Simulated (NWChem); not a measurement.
Species: CrS₂ClF; SMILES [S]=[Cr]([F])(=[S])[Cl]

```xyz
5

Cr    -0.2222     0.0896     0.0000
S      0.5474     0.9336    -1.6115
S      0.5474     0.9336     1.6115
F     -1.9099     0.2799     0.0000
Cl     0.2958    -1.9809     0.0000
```
Atoms are numbered in this order, from 1.

Level: B3LYP/6-31G* (spherical d) (NWChem), optimised geometry, unscaled harmonic frequencies. B3LYP is NWChem's, with the RPA form of VWN correlation.

Task: List the harmonic frequencies with IR intensities, and the thermochemistry.

Result: 
```tsv
frequency (cm⁻¹)	IR intensity (km/mol)
173	0.5
175	0.1
219	0.1
234	1.1
246	0.3
438	47.9
587	51.1
637	106.2
791	122.9
```

```json
{
 "zero_point_energy": "5.0 kcal/mol",
 "thermal correction to the enthalpy at 298.15 K (with zero-point energy)": "9.5 kcal/mol",
 "heat capacity Cv": "19.1 cal/(mol K)",
 "entropy at 298.15 K and 1 atm (symmetry number 1)": "82.1 cal/(mol K)",
 "dipole_moment": "0.97 D"
}
```

Rigid rotor and harmonic oscillator.
